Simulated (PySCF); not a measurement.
HfO2, singlet, geometry from GFN2-xTB (such geometries of metal compounds can be far from the true shape) (core potentials on Hf), atoms displaced at random by about 0.08 Å a coordinate; PBE/def2-SVP, gradient (PySCF).

Here is a job for PySCF.
```python
from pyscf import gto, scf, dft

mol = gto.Mole()
mol.atom = '''
    Hf    0.148570   -0.123424    0.135568
    O     0.521338    0.588122   -1.383974
    O    -1.588235    0.157864    0.434014
'''
mol.basis = 'def2-svp'
mol.ecp = {'Hf': 'def2-svp'}
mol.charge = 0
mol.spin = 0
mol.verbose = 4
mol.build()

mf = dft.RKS(mol)
mf.xc = 'pbe'
mf.conv_tol = 1e-6
mf.kernel()
g = mf.nuc_grad_method()
grad = g.kernel()
```

Task: Predict the main parts of the log of this PySCF run.

Result: 
```
PySCF version 2.14.0

[INPUT] verbose = 4
[INPUT] num. atoms = 3
[INPUT] num. electrons = 28
[INPUT] charge = 0
[INPUT] spin (= nelec alpha-beta = 2S) = 0
[INPUT] symmetry False subgroup None
[INPUT] Mole.unit = angstrom
[INPUT] Symbol           X                Y                Z      unit          X                Y                Z       unit  Magmom
[INPUT]  1 Hf     0.148570000000  -0.123424000000   0.135568000000 AA    0.280756610327  -0.233237557198   0.256186391255 Bohr   0.0
[INPUT]  2 O      0.521338000000   0.588122000000  -1.383974000000 AA    0.985186038329   1.111389507831  -2.615331823519 Bohr   0.0
[INPUT]  3 O     -1.588235000000   0.157864000000   0.434014000000 AA   -3.001329171449   0.298319724928   0.820167594227 Bohr   0.0

nuclear repulsion = 70.0416760782437
number of shells = 24
number of NR pGTOs = 105
number of NR cGTOs = 60
basis = def2-svp
ecp = {'Hf': 'def2-svp'}

******** <class 'pyscf.dft.rks.RKS'> ********
method = RKS
initial guess = minao
damping factor = 0
level_shift factor = 0
DIIS = <class 'pyscf.scf.diis.CDIIS'>
diis_start_cycle = 1
diis_space = 8
diis_damp = 0
SCF conv_tol = 1e-06
SCF conv_tol_grad = None
SCF max_cycles = 50
direct_scf = True
direct_scf_tol = 1e-13
XC library pyscf.dft.libxc version 7.1.2
    S. Lehtola, C. Steigemann, M. J. T. Oliveira, and M. A. L. Marques,  SoftwareX 7, 1–5 (2018)
XC functionals = pbe
    J. P. Perdew, K. Burke, and M. Ernzerhof,  Phys. Rev. Lett. 77, 3865 (1996)
    J. P. Perdew, K. Burke, and M. Ernzerhof,  Phys. Rev. Lett. 78, 1396 (1997)
    J. P. Perdew, K. Burke, and M. Ernzerhof,  Phys. Rev. Lett. 77, 3865 (1996)
    J. P. Perdew, K. Burke, and M. Ernzerhof,  Phys. Rev. Lett. 78, 1396 (1997)
radial grids:
    Treutler-Ahlrichs [JCP 102, 346 (1995); DOI:10.1063/1.469408] (M4) radial grids

becke partition: Becke, JCP 88, 2547 (1988); DOI:10.1063/1.454033
pruning grids: <function nwchem_prune>
grids dens level: 3
symmetrized grids: False
atomic radii adjust function: <function treutler_atomic_radii_adjust>
small_rho_cutoff = 0
Set gradient conv threshold to 0.001
Initial guess from minao.
tot grids = 51960
init E= -185.641440735925
  HOMO = -0.597379485595962  LUMO = -0.395747470724256  gap/eV = 5.48669
cycle= 1 E= -197.848003284556  delta_E= -12.2  |g|= 1.36  |ddm|= 7.67
  HOMO = -0.0729741811938041  LUMO = -0.0352053954240432  gap/eV = 1.02774
cycle= 2 E= -188.012353867707  delta_E= 9.84  |g|= 5.41  |ddm|= 4.89
  HOMO = -0.188991868888028  LUMO = -0.0834978036607659  gap/eV = 2.87064
cycle= 3 E= -198.105027589471  delta_E= -10.1  |g|= 0.649  |ddm|= 4.65
  HOMO = -0.209781399778066  LUMO = -0.171355899425123  gap/eV = 1.04561
cycle= 4 E= -198.164659927755  delta_E= -0.0596  |g|= 0.583  |ddm|= 1.28
  HOMO = -0.186249114477441  LUMO = -0.151977596241743  gap/eV = 0.93258
cycle= 5 E= -198.158212137645  delta_E= 0.00645  |g|= 0.621  |ddm|= 0.74
  HOMO = -0.177023572313022  LUMO = -0.145568087047536  gap/eV = 0.85595
cycle= 6 E= -198.233051683689  delta_E= -0.0748  |g|= 0.171  |ddm|= 0.472
  HOMO = -0.183420830083861  LUMO = -0.146068130876479  gap/eV = 1.01642
cycle= 7 E= -198.237967978  delta_E= -0.00492  |g|= 0.09  |ddm|= 0.102
  HOMO = -0.187869499031173  LUMO = -0.145866035292713  gap/eV = 1.14297
cycle= 8 E= -198.239599994025  delta_E= -0.00163  |g|= 0.0208  |ddm|= 0.0529
  HOMO = -0.188036197798063  LUMO = -0.144991353796826  gap/eV = 1.17131
cycle= 9 E= -198.239697064127  delta_E= -9.71e-05  |g|= 0.00157  |ddm|= 0.0163
  HOMO = -0.188242944738285  LUMO = -0.145067857450073  gap/eV = 1.17485
cycle= 10 E= -198.239697641553  delta_E= -5.77e-07  |g|= 0.000279  |ddm|= 0.00206
  HOMO = -0.188209673517377  LUMO = -0.145107318847455  gap/eV = 1.17287
Extra cycle  E= -198.239697378444  delta_E= 2.63e-07  |g|= 0.00114  |ddm|= 0.00109
converged SCF energy = -198.239697378444

******** <class 'pyscf.grad.rks.Gradients'> for <class 'pyscf.dft.rks.RKS'> ********
unit = Eh/Bohr
grid_response = False
--------------- RKS gradients ---------------
         x                y                z
0 Hf    -0.0059132092     0.0367719425    -0.0665116471
1 O    -0.0117285207    -0.0320353812     0.0656465041
2 O     0.0176459566    -0.0049022571     0.0006961635
----------------------------------------------
```
